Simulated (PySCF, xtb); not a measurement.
H₃OSi, SMILES [OH+]=[SiH2], charge +1.

GFN2-xTB (xtb) at its own geometry gives an orbital gap of 4.52 eV.

Coordinates come from a B3LYP-D3(BJ)/def2-TZVP optimisation. The isomer is the one that the SMILES or the coordinates give; other isomers of the formula were not compared.

**Question.** What does ωB97X/def2-TZVPD (PySCF) give? (An estimate is asked for; the answer gives what the named calculation found.)

**Answer.** gap 12.62 eV (levels -19.21 and -6.59 eV).
